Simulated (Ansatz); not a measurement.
`C[O][AlH][SiH2]S` + `NCOC=O` → `C[O][AlH][NH2]` + `O=COC[SiH2]S`  (formal exchange of groups at the Al–Si bond)

Gas-phase electronic energies from Ansatz, PBE0-D4/def2-TZVP geometries. CCSD(T)/CBS is the MP2 limit (def2-TZVPP, def2-QZVPP) plus CCSD(T) − MP2 in def2-TZVPP, frozen cores. This one scheme is used for every species. DFT in def2-TZVPP. B3LYP here is the variant with VWN-RPA as its local correlation; programs differ in this. One conformer a species, not always the lowest.

`C[O][AlH][SiH2]S`:

```xyz
12

C    -1.752    1.221   -1.057
O    -0.690    0.548   -0.444
Al   -0.463   -0.992    0.219
Si    1.818   -1.189    1.064
S     2.745    0.714    0.675
H    -1.468    1.525   -2.070
H    -2.655    0.602   -1.126
H    -1.999    2.125   -0.491
H    -1.667   -2.026    0.207
H     1.884   -1.484    2.525
H     2.601   -2.272    0.401
H     1.645    1.228    0.097
```

`NCOC=O`:

Cartesian coordinates in Å:
```
N 0.506 0.794 1.528
C 0.255 0.575 0.162
O -0.314 -0.755 -0.063
C -0.590 -1.056 -1.325
O -0.415 -0.344 -2.272
H -0.334 0.768 2.088
H 1.183 0.148 1.908
H 1.176 0.638 -0.419
H -0.456 1.304 -0.226
H -1.011 -2.072 -1.380
```

`C[O][AlH][NH2]`:

Z-matrix (Å, degrees):
```
C
O 1 1.395
H 1 1.096 2 110.3
H 1 1.098 2 112.7 3 120.6
H 1 1.096 2 110.3 3 -118.9
Al 2 1.687 1 134.7 3 -120.0
N 6 1.761 2 117.3 1 179.8
H 6 1.579 2 121.5 1 -0.3
H 7 1.007 6 125.2 2 -0.0
H 7 1.006 6 124.2 2 179.9
```

`O=COC[SiH2]S`:

```xyz
12

O    -1.225    1.402    1.724
C    -0.504    2.033    1.008
O     0.519    1.551    0.305
C     0.763    0.139    0.426
Si   -0.176   -0.831   -0.899
S     0.004   -2.889   -0.338
H    -0.582    3.115    0.830
H     0.478   -0.202    1.424
H     1.839    0.009    0.303
H     0.447   -0.633   -2.232
H    -1.582   -0.363   -0.945
H     0.019   -3.331   -1.606
```

| level | ΔE (kcal/mol) |
| --- | --- |
| PBE-D4 | -21.6 |
| B3LYP-D4 | -26.2 |
| ωB97M-V | -27.5 |
| HF/def2-TZVPP | -27.1 |
| SCS-MP2/def2-TZVPP | -28.5 |
| HF/def2-QZVPP | -27.6 |
| HF/CBS(def2) | -27.7 |
| CCSD/CBS(def2) | -27.6 |

(1) What does CCSD(T)/CBS give? (Estimate.)

Largest T1 diagnostic among the species: 0.015.

Results:

(1) Ansatz gave: -27.3 kcal/mol. The listed levels differ from it by 5.7, 1.1, -0.2, 0.2, -1.2, -0.3, -0.4, -0.3 kcal/mol.

From PBE to PBE0 (25 % exact exchange), in def2-TZVPP and without D4, ΔE moves by −1.1 kcal/mol.
